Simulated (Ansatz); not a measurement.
`FC[SiH2][SiH2]F` + `C=N` → `C=N[SiH2]F` + `FC[SiH3]`  (cleavage of the Si–Si bond)

Isolated molecules relaxed with PBE0-D4/def2-TZVP in Ansatz; ΔE leaves out vibrations. CCSD(T)/CBS adds triple-zeta CCSD(T) − MP2 to the extrapolated MP2 energy (def2 sets, frozen cores). This one scheme is used for every species. Functionals use def2-TZVPP. B3LYP here is the variant with VWN-RPA as its local correlation; programs differ in this. HSE06 is defined as in plane-wave codes. One conformer a species, not always the lowest.

```
             level  ΔE (kcal/mol)  difference from CCSD(T)/CBS
       LDA (SPW92)          -12.9                          1.7
            B97M-V          -13.7                          0.9
          B3LYP-D4          -14.8                         -0.2
          BHLYP-D4          -16.1                         -1.5
      CAM-B3LYP-D4          -16.0                         -1.4
               PBE          -11.3                          3.3
            r2SCAN          -14.3                          0.3
           r2SCAN0          -14.8                         -0.2
             HSE06          -12.4                          2.2
         CAM-B3LYP          -16.4                         -1.8
           LC-ωPBE          -13.5                          1.1
       HF/def2-SVP          -17.4                         -2.8
CCSD(T)/def2-TZVPP          -14.5                          0.1
    MP2/def2-QZVPP          -16.9                         -2.3
      HF/CBS(def2)          -19.0                         -4.4
     MP2/CBS(def2)          -16.8                         -2.2
       CCSD(T)/CBS          -14.6                            0
```

Largest T1 diagnostic among the species: 0.013.

From BLYP to BHLYP (50 % exact exchange), in def2-TZVPP and without D4, ΔE moves by −2.4 kcal/mol. In def2-TZVPP, CCSD(T) changes the Hartree–Fock value by +4.2 kcal/mol (the triples alone add +0.4 kcal/mol) and MP2 by +1.9 kcal/mol.
